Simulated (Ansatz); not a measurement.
`NB(O)[SiH2]Cl`. Total charge 0; spin multiplicity 1.

```xyz
10

N    -1.3944    0.6493    0.5974
B    -0.1912    0.6466   -0.1066
O     0.1998    1.8076   -0.7280
Si    0.8860   -1.0749   -0.1560
Cl   -0.1239   -2.5282    0.9285
H    -1.7423   -0.1628    1.0758
H    -1.9815    1.4651    0.6658
H     1.0321    1.7527   -1.1968
H     1.0764   -1.6130   -1.5306
H     2.2388   -0.9424    0.4504
```

Problem. What are the harmonic wavenumbers in cm⁻¹ at PBE0-D4/def2-TZVP (Ansatz, finite differences of forces, unscaled)? (An estimate is asked.)

Solution. The calculation gave: 41, 111, 269, 313, 343, 440, 518, 522, 567, 586, 637, 702, 821, 916, 946, 1010, 1272, 1412, 1626, 2211, 2214, 3609, 3719, 3930.

Problem. Is this a minimum?

Solution. Yes, all 24 modes are real.

Problem. Give the ideal-gas thermochemistry at 298.15 K and 1 bar (rigid rotor, harmonic oscillator; point group Cs, symmetry number 1).

Solution. Zero-point energy 171.9 kJ/mol; H(298) − E = 193.1 kJ/mol; entropy 353.8 J/(mol·K), of which translation 167.4, rotation 115.6, vibration 70.8; G(298) − E = 87.6 kJ/mol. Modes under 100 cm⁻¹ are hindered rotations or soft bends, so the harmonic entropy is rough.

Problem. And at 400, 500, 600, 800 and 1000 K?

Solution. 
```json
{"T (K)": "400", "H − E (kJ/mol)": "205.6", "S (J/mol/K)": "389.8", "G − E (kJ/mol)": "49.7"}
{"T (K)": "500", "H − E (kJ/mol)": "219.7", "S (J/mol/K)": "421.0", "G − E (kJ/mol)": "9.2"}
{"T (K)": "600", "H − E (kJ/mol)": "235.0", "S (J/mol/K)": "448.9", "G − E (kJ/mol)": "-34.3"}
{"T (K)": "800", "H − E (kJ/mol)": "268.5", "S (J/mol/K)": "497.0", "G − E (kJ/mol)": "-129.1"}
{"T (K)": "1000", "H − E (kJ/mol)": "304.8", "S (J/mol/K)": "537.4", "G − E (kJ/mol)": "-232.6"}
```
